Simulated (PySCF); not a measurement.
C3H6O3, charge -1, doublet, geometry from GFN2-xTB (a state made from the parent by changing its charge; the spin is typed, not shown lowest) (in this run its highest filled SCF level lies above zero, so its values depend strongly on the basis, on diffuse functions most of all); CCSD(T)/STO-3G (PySCF).

Here is a job for PySCF.
```python
from pyscf import gto, scf, cc

mol = gto.Mole()
mol.atom = '''
    C     1.86908909   -0.27599836   -0.68761294
    O     1.07798847   -0.60316654    0.41237537
    C    -0.01183540    0.34650925    0.70298535
    O     0.06024219    1.51643286    0.21198255
    O    -1.24530684   -0.38149268    0.62135395
    C    -1.78788964   -0.45297271   -0.67634249
    H     1.71721028    0.78373111   -0.93425118
    H     2.92678385   -0.44249221   -0.44191098
    H     1.61292623   -0.88849507   -1.57068801
    H    -2.83692428   -0.75904479   -0.59427720
    H    -1.24878568   -1.18391595   -1.29919161
    H    -1.73078510    0.53079867   -1.15955538
'''
mol.basis = 'sto-3g'
mol.charge = -1
mol.spin = 1
mol.verbose = 4
mol.build()

mf = scf.UHF(mol)
mf.kernel()

mycc = cc.CCSD(mf)
mycc.level_shift = 0.2
mycc.kernel()
et = mycc.ccsd_t()
print('E(CCSD(T)) = %.10f' % (mycc.e_tot + et))
```

It wrote (shortened):

```
PySCF version 2.14.0

[INPUT] verbose = 4
[INPUT] num. atoms = 12
[INPUT] num. electrons = 49
[INPUT] charge = -1
[INPUT] spin (= nelec alpha-beta = 2S) = 1
[INPUT] symmetry False subgroup None
[INPUT] Mole.unit = angstrom
[INPUT] Symbol           X                Y                Z      unit          X                Y                Z       unit  Magmom
[INPUT]  1 C      1.869089090000  -0.275998360000  -0.687612940000 AA    3.532066482513  -0.521561311229  -1.299400136307 Bohr   0.0
[INPUT]  2 O      1.077988470000  -0.603166540000   0.412375370000 AA    2.037102973739  -1.139819568102   0.779276509816 Bohr   0.0
[INPUT]  3 C     -0.011835400000   0.346509250000   0.702985350000 AA   -0.022365664575   0.654807582128   1.328449781082 Bohr   0.0
[INPUT]  4 O      0.060242190000   1.516432860000   0.211982550000 AA    0.113841240244   2.865642791691   0.400588962687 Bohr   0.0
[INPUT]  5 O     -1.245306840000  -0.381492680000   0.621353950000 AA   -2.353288868648  -0.720916683726   1.174188791917 Bohr   0.0
[INPUT]  6 C     -1.787889640000  -0.452972710000  -0.676342490000 AA   -3.378621760547  -0.855994363802  -1.278102072506 Bohr   0.0
[INPUT]  7 H      1.717210280000   0.783731110000  -0.934251180000 AA    3.245057127488   1.481037153201  -1.765478861752 Bohr   0.0
[INPUT]  8 H      2.926783850000  -0.442492210000  -0.441910980000 AA    5.530819902300  -0.836189089154  -0.835090723638 Bohr   0.0
[INPUT]  9 H      1.612926230000  -0.888495070000  -1.570688010000 AA    3.047988833827  -1.679012345326  -2.968170166038 Bohr   0.0
[INPUT] 10 H     -2.836924280000  -0.759044790000  -0.594277200000 AA   -5.361009925329  -1.434386769378  -1.123021150073 Bohr   0.0
[INPUT] 11 H     -1.248785680000  -1.183915950000  -1.299191610000 AA   -2.359862923479  -2.237276900004  -2.455116326233 Bohr   0.0
[INPUT] 12 H     -1.730785100000   0.530798670000  -1.159555380000 AA   -3.270709819478   1.003064113583  -2.191242094466 Bohr   0.0

nuclear repulsion = 249.456317161241
number of shells = 24
number of NR pGTOs = 108
number of NR cGTOs = 36
basis = sto-3g
ecp = {}

******** <class 'pyscf.scf.uhf.UHF'> ********
method = UHF
initial guess = minao
damping factor = 0
level_shift factor = 0
DIIS = <class 'pyscf.scf.diis.CDIIS'>
diis_start_cycle = 1
diis_space = 8
diis_damp = 0
SCF conv_tol = 1e-09
SCF conv_tol_grad = None
SCF max_cycles = 50
direct_scf = True
direct_scf_tol = 1e-13
number electrons alpha = 25  beta = 24
Set gradient conv threshold to 3.16228e-05
init E= -337.969628404842

cycle= 1 E= -336.806817031473  delta_E= 1.16  |g|= 0.511  |ddm|= 3.18
cycle= 2 E= -336.996040647608  delta_E= -0.189  |g|= 0.178  |ddm|= 0.89
cycle= 3 E= -337.016505574423  delta_E= -0.0205  |g|= 0.0485  |ddm|= 0.252
cycle= 4 E= -337.020240364396  delta_E= -0.00373  |g|= 0.0258  |ddm|= 0.121
cycle= 5 E= -337.021472664794  delta_E= -0.00123  |g|= 0.016  |ddm|= 0.0648
cycle= 6 E= -337.022588470809  delta_E= -0.00112  |g|= 0.0101  |ddm|= 0.0849
cycle= 7 E= -337.023131235815  delta_E= -0.000543  |g|= 0.00424  |ddm|= 0.0802
cycle= 8 E= -337.023206978776  delta_E= -7.57e-05  |g|= 0.00177  |ddm|= 0.0295
cycle= 9 E= -337.023217989042  delta_E= -1.1e-05  |g|= 0.000719  |ddm|= 0.0105
cycle= 10 E= -337.023219614694  delta_E= -1.63e-06  |g|= 0.000268  |ddm|= 0.00381
cycle= 11 E= -337.023219822294  delta_E= -2.08e-07  |g|= 8.86e-05  |ddm|= 0.00148
cycle= 12 E= -337.023219839605  delta_E= -1.73e-08  |g|= 3.24e-05  |ddm|= 0.000368
cycle= 13 E= -337.02321984199  delta_E= -2.38e-09  |g|= 1.43e-05  |ddm|= 0.000175
cycle= 14 E= -337.023219842455  delta_E= -4.65e-10  |g|= 5.42e-06  |ddm|= 6.24e-05
Extra cycle  E= -337.023219842496  delta_E= -4.02e-11  |g|= 3.51e-06  |ddm|= 9.75e-06
converged SCF energy = -337.023219842496  <S^2> = 0.761274  2S+1 = 2.0112424

******** <class 'pyscf.cc.uccsd.UCCSD'> ********
CC2 = 0
CCSD nocc = (np.int64(25), np.int64(24)), nmo = (36, 36)
max_cycle = 50
direct = 0
conv_tol = 1e-07
conv_tol_normt = 1e-06
diis_space = 6
diis_start_cycle = 0
diis_start_energy_diff = 1e+09
Init t2, MP2 energy = -0.250940531155219
Init E_corr(UCCSD) = -0.250940531166589
cycle = 1  E_corr(UCCSD) = -0.287584492071968  dE = -0.0366439609  norm(t1,t2) = 0.0863255
cycle = 2  E_corr(UCCSD) = -0.304744428501654  dE = -0.0171599364  norm(t1,t2) = 0.0367268
cycle = 3  E_corr(UCCSD) = -0.319179425020383  dE = -0.0144349965  norm(t1,t2) = 0.020632
cycle = 4  E_corr(UCCSD) = -0.318999088102988  dE = 0.000180336917  norm(t1,t2) = 0.00631447
cycle = 5  E_corr(UCCSD) = -0.318962671072204  dE = 3.64170308e-05  norm(t1,t2) = 0.00298935
cycle = 6  E_corr(UCCSD) = -0.319028355283779  dE = -6.56842116e-05  norm(t1,t2) = 0.00131806
cycle = 7  E_corr(UCCSD) = -0.319007141494906  dE = 2.12137889e-05  norm(t1,t2) = 0.000444121
cycle = 8  E_corr(UCCSD) = -0.319020839908333  dE = -1.36984134e-05  norm(t1,t2) = 0.000158902
cycle = 9  E_corr(UCCSD) = -0.319025391852027  dE = -4.55194369e-06  norm(t1,t2) = 7.10618e-05
cycle = 10  E_corr(UCCSD) = -0.319026578094814  dE = -1.18624279e-06  norm(t1,t2) = 3.46739e-05
cycle = 11  E_corr(UCCSD) = -0.319023854112071  dE = 2.72398274e-06  norm(t1,t2) = 1.17089e-05
cycle = 12  E_corr(UCCSD) = -0.319022891391767  dE = 9.62720304e-07  norm(t1,t2) = 5.03751e-06
cycle = 13  E_corr(UCCSD) = -0.319022970274354  dE = -7.88825868e-08  norm(t1,t2) = 2.36104e-06
cycle = 14  E_corr(UCCSD) = -0.319023256453548  dE = -2.86179195e-07  norm(t1,t2) = 1.1722e-06
cycle = 15  E_corr(UCCSD) = -0.319023326229378  dE = -6.97758296e-08  norm(t1,t2) = 4.72529e-07
UCCSD converged
E(UCCSD) = -337.3422431687249  E_corr = -0.319023326229378
UCCSD(T) correction = -0.00739131163475805
E(CCSD(T)) = -337.3496344804
```
